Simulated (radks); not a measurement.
Values are calculated unless marked as measured or tabulated.
Trend from Rb to Xe: ionisation energy by Delta-SCF between NIST ground configurations, and size. Level of theory: scalar-relativistic Kohn-Sham, r2SCAN, spin-unpolarised, spherical densities, finite nucleus; meta-GGA in the generalised Kohn-Sham scheme; Fermi nuclear charge, rms radius of each element as measured or else 0.836 A^(1/3) + 0.57 fm (a radial shooting solver on a logarithmic mesh with Libxc functionals).

species,configuration,configuration of the ion,IE (eV),NIST (eV),kind,-e(HOMO) (eV),outermost,<r> outermost (bohr),r at 0.001 e/bohr^3 (bohr)
Rb,[Kr] 5s1,[Kr],3.811,4.177,exp.,2.198 (5s),5s,5.47,4.45
Sr,[Kr] 5s2,[Kr] 5s1,5.869,5.695,exp.,3.580 (5s),5s,4.41,5.31
Zr,[Kr] 4d2 5s2,[Kr] 4d2 5s1,7.185,6.634,exp.,3.484 (4d),5s,3.76,5.12
Nb,[Kr] 4d4 5s1,[Kr] 4d4,6.394,6.759,exp.,2.959 (4d),5s,3.76,4.85
Mo,[Kr] 4d5 5s1,[Kr] 4d5,6.634,7.092,exp.,3.716 (4d),5s,3.61,4.72
Tc,[Kr] 4d5 5s2,[Kr] 4d5 5s1,8.204,7.119,exp.,5.223 (5s),5s,3.30,4.77
Ru,[Kr] 4d7 5s1,[Kr] 4d7,7.007,7.361,exp.,4.156 (5s),5s,3.39,4.51
Rh,[Kr] 4d8 5s1,[Kr] 4d8,7.159,7.459,exp.,4.206 (5s),5s,3.31,4.41
Pd,[Kr] 4d10,[Kr] 4d9,9.149,8.337,exp.,4.022 (4d),4d,1.58,4.05
Ag,[Kr] 4d10 5s1,[Kr] 4d10,7.424,7.576,exp.,4.292 (5s),5s,3.16,4.25
Cd,[Kr] 4d10 5s2,[Kr] 4d10 5s1,9.306,8.994,exp.,5.849 (5s),5s,2.89,4.39
In,[Kr] 4d10 5s2 5p1,[Kr] 4d10 5s2,5.226,5.786,exp.,2.478 (5p),5p,3.66,4.64
Sn,[Kr] 4d10 5s2 5p2,[Kr] 4d10 5s2 5p1,6.904,7.344,exp.,3.756 (5p),5p,3.21,4.73
Sb,[Kr] 4d10 5s2 5p3,[Kr] 4d10 5s2 5p2,8.442,8.608,exp.,4.967 (5p),5p,2.89,4.70
Te,[Kr] 4d10 5s2 5p4,[Kr] 4d10 5s2 5p3,9.934,9.010,exp.,6.165 (5p),5p,2.65,4.61
I,[Kr] 4d10 5s2 5p5,[Kr] 4d10 5s2 5p4,11.413,10.451,exp.,7.368 (5p),5p,2.46,4.50
Xe,[Xe],[Kr] 4d10 5s2 5p5,12.893,12.130,exp.,8.585 (5p),5p,2.30,4.39

Reference values: NIST Atomic Spectra Database (exp. = measured, semi-emp. = semi-empirical, theory = theoretical value adopted there). Spin polarisation and multiplet splitting are left out, so open shells lie too high by an amount that depends on their filling. Spin-orbit splitting is averaged out at the scalar-relativistic level.

Beside tabulated values, note that spin-unpolarised runs miss the spin-polarisation part of the exchange energy of open shells.
